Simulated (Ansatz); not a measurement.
Reaction (formal hydrolysis of a B–Si bond): `BB([SiH3])S` + H₂O → `BB(O)S` + SiH₄

Gas-phase electronic energies from Ansatz, PBE0-D4/def2-TZVP geometries. CCSD(T)/CBS is the MP2 limit (def2-TZVPP, def2-QZVPP) plus CCSD(T) − MP2 in def2-TZVPP, frozen cores. This one scheme is used for every species. DFT in def2-TZVPP. One conformer a species, not always the lowest.

`BB([SiH3])S`:

Z-matrix (Å, degrees):
```
Si
B 1 2.025
H 1 1.489 2 111.7
H 1 1.489 2 110.0 3 -120.7
H 1 1.489 2 110.0 3 120.7
S 2 1.769 1 114.0 3 -0.2
B 2 1.635 1 119.1 3 179.8
H 6 1.349 2 101.7 1 -179.9
H 7 1.199 2 121.6 1 -88.5
H 7 1.199 2 121.6 1 88.5
```

H₂O:

Cartesian coordinates in Å:
```
O 0.078 0.321 -0.205
H -0.648 -0.292 -0.335
H 0.570 -0.029 0.541
```

`BB(O)S`:

```xyz
8

B     0.703   -0.855   -0.129
B    -0.435    0.371   -0.144
O    -1.364    0.728   -1.068
S    -0.417    1.409    1.358
H     1.824   -0.676   -0.513
H     0.469   -1.923    0.361
H    -1.365    0.176   -1.852
H     0.584    0.770    1.987
```

SiH₄:

Z-matrix (Å, degrees):
```
Si
H 1 1.485
H 1 1.485 2 109.5
H 1 1.485 2 109.5 3 -120.0
H 1 1.485 2 109.5 3 120.0
```

```csv
level,ΔE (kcal/mol)
r2SCAN-D4,-24.5
BLYP,-26.5
r2SCAN,-24.7
r2SCAN0,-25.2
CCSD/def2-SVP,-31.0
SCS-MP2/def2-TZVPP,-27.4
CCSD(T)/def2-TZVPP,-25.6
HF/CBS(def2),-31.3
```

Q: What does CCSD(T)/CBS give? (Estimate.)

A: The calculation gave: -24.2 kcal/mol. The listed levels differ from it by -0.3, -2.3, -0.5, -1.0, -6.8, -3.2, -1.4, -7.1 kcal/mol.

Q: What do rigid-rotor, harmonic-oscillator terms from PBE0-D4/def2-TZVP frequencies (298.15 K, 1 bar) make of the CCSD(T)/CBS value? (Best estimate.)

A: The calculation gave: ΔZPE = -0.4 kcal/mol, ΔH = -25.2 kcal/mol, ΔS = -15 J/(mol·K), ΔG = -24.1 kcal/mol. Modes under 50 cm⁻¹ make the entropy rough.

Largest T1 diagnostic among the species: 0.016.

In def2-TZVPP, CCSD(T) changes the Hartree–Fock value by +5.7 kcal/mol (the triples alone add +0.7 kcal/mol) and MP2 by +5.2 kcal/mol. The D4 term adds +1.5 kcal/mol with B3LYP and +0.9 kcal/mol with PBE0; it sums over pairs of atoms, weighted by their polarisabilities, and B3LYP, whose exchange is more repulsive, gets the larger term.

B3LYP here is the variant with VWN-RPA as its local correlation; programs differ in this.
